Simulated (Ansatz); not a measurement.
Energy needed to pull apart ZnH2Te (SMILES [ZnH][TeH]), singlet, into free ground-state atoms, from the structure below (displaced at random from a GFN2-xTB minimum); no zero-point or spin–orbit terms; open-shell atoms are treated unrestricted, in their ground-state multiplicity.

```
atom    x (Å)    y (Å)    z (Å)
 Zn1   0.1072  -1.0680   0.2772
 Te2  -0.0572   1.4657   0.1483
  H3   0.5508  -2.1291   1.2636
  H4  -0.6598   1.6333  -1.4929
```

Computed with Ansatz 0.2.0 (basis: def2-TZVPP); correlated methods freeze the cores. The 3s and 3p shells of Cu and Zn are frozen; filled d shells are correlated. Core potentials replace the inner electrons of the atoms past krypton. The def2 sets are not built for correlating such inner shells, so the correlated values are less sure here.

| method | atomization energy (kJ/mol) |
| --- | --- |
| PBE-D4 | ? |
| r2SCAN-D4 | 662 |
| PBE0-D4 | 645 |
| r2SCANh-D4 | ? |
| CAM-B3LYP-D4 | 644 |
| wB97M-V | 643 |
| HF | 424 |
| MP2 | 626 |
| CCSD | 617 |
| CCSD(T) | 631 |

Problem. What does r2SCANh-D4 give? (An estimate is asked for; the value comes from the calculation.)

Solution. The calculation gives: 657 kJ/mol, which is about 26 kJ/mol more than CCSD(T)/def2-TZVPP.

Problem. What does PBE-D4 give? (To be estimated.)

Solution. Computed: 650 kJ/mol, which is about 19 kJ/mol more than CCSD(T)/def2-TZVPP.

In triple zeta the MP2 and coupled-cluster atomization energies are still short of their basis limit by a few kcal/mol a bond, whereas those of the functionals are nearly converged, so these differences are not deviations from converged CCSD(T).

The T1 diagnostic stays at or below 0.015.

For scale, one of the runs: CCSD(T)/def2-TZVPP forces, 142 basis functions (an equivalent command: `ansatz run in.yaml --threads 4`). Hardware: 4 CPU threads, shared host. Wall time 96 s; peak host memory 1.6 GiB.
